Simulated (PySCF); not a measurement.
Molfile (atoms numbered from 1):
```
C4H12OSi
     RDKit          3D

 18 17  0  0  0  0  0  0  0  0999 V2000
    2.3428   -0.2118    0.4700 C   0  0  0  0  0  0  0  0  0  0  0  0
    1.0489   -0.4073    0.9487 O   0  0  0  0  0  0  0  0  0  0  0  0
   -0.3562   -0.0429    0.1072 Si  0  0  0  0  0  4  0  0  0  0  0  0
   -0.3420    1.7638   -0.4049 C   0  0  0  0  0  0  0  0  0  0  0  0
   -1.7412   -0.3969    1.3077 C   0  0  0  0  0  0  0  0  0  0  0  0
   -0.4822   -1.1342   -1.4155 C   0  0  0  0  0  0  0  0  0  0  0  0
    2.5593    0.8532    0.2599 H   0  0  0  0  0  0  0  0  0  0  0  0
    2.5431   -0.7822   -0.4576 H   0  0  0  0  0  0  0  0  0  0  0  0
    3.0642   -0.5528    1.2298 H   0  0  0  0  0  0  0  0  0  0  0  0
   -1.2911    2.0357   -0.8946 H   0  0  0  0  0  0  0  0  0  0  0  0
    0.4699    1.9800   -1.1174 H   0  0  0  0  0  0  0  0  0  0  0  0
   -0.2118    2.4221    0.4685 H   0  0  0  0  0  0  0  0  0  0  0  0
   -1.6572    0.2439    2.1990 H   0  0  0  0  0  0  0  0  0  0  0  0
   -2.7255   -0.2182    0.8473 H   0  0  0  0  0  0  0  0  0  0  0  0
   -1.7040   -1.4454    1.6416 H   0  0  0  0  0  0  0  0  0  0  0  0
    0.3536   -0.9582   -2.1113 H   0  0  0  0  0  0  0  0  0  0  0  0
   -0.4716   -2.1996   -1.1366 H   0  0  0  0  0  0  0  0  0  0  0  0
   -1.4166   -0.9364   -1.9651 H   0  0  0  0  0  0  0  0  0  0  0  0
  1  2  1  0
  2  3  1  0
  3  4  1  0
  3  5  1  0
  3  6  1  0
  1  7  1  0
  1  8  1  0
  1  9  1  0
  4 10  1  0
  4 11  1  0
  4 12  1  0
  5 13  1  0
  5 14  1  0
  5 15  1  0
  6 16  1  0
  6 17  1  0
  6 18  1  0
M  END
```

Geometry: PBE0-D3(BJ)/def2-SVP; GIAO absolute shieldings from PySCF 2.14, gas phase, non-relativistic, averaged over equivalent atoms.

At PBE0/6-31G* (112 basis functions, 8.6 s wall time on 1 thread of an x86-64 server CPU, shared host):
```tsv
atoms	σ (ppm)
C1	145.2
C4/C5/C6	194.9
O2	319.3
Si3	395.7
H7/H8/H9	28.46
H10/H11/H12/H13/H14/H15/H16/H17/H18	31.95
```

Problem. What do these become at PBE0/def2-TZVP?

Solution. 
```
                              atoms  σ at PBE0/def2-TZVP  change
                                 C1                136.1    -9.1
                           C4/C5/C6                188.3    -6.6
                                 O2                307.5   -11.8
                                Si3                310.6   -85.1
                           H7/H8/H9                28.03   -0.43
H10/H11/H12/H13/H14/H15/H16/H17/H18                31.42   -0.53
```

The largest change is at Si3 (silicon bonded to 3 C, O). Cost: 264 basis functions, 28 s wall time on 1 thread of an x86-64 server CPU, shared host.
